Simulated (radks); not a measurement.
The hydrogen anion H-, [He], held by a Watson sphere: a shell of charge +1 at radius R that stands for the Madelung well of a crystal (potential energy -1/R inside, -1/r outside, in hartree with lengths in bohr). All-electron calculation, non-relativistic Kohn-Sham, PBEsol, spin-unpolarised, spherical densities, point nucleus. Program: a radial shooting solver on a logarithmic mesh with Libxc functionals. Response by self-consistent Sternheimer equations with the Hartree and adiabatic LDA kernel. The sphere does not respond.

R (bohr)  e(1s) (eV)  <r> 1s (bohr)  sum of <r^2> (bohr^2)  X-ray form factor at sin(theta)/lambda = 0.2 1/angstrom  alpha (bohr^3)
1.75          -7.353          1.722                  7.859                                                    0.792           12.68
1.84          -7.132          1.755                  8.166                                                    0.770           13.66
2.26          -6.238          1.894                  9.570                                                    0.685           18.77
2.38          -6.017          1.930                  9.960                                                    0.666           20.38
2.56          -5.707          1.980                  10.53                                                    0.641           22.92
2.95          -5.117          2.080                  11.73                                                    0.599           28.89
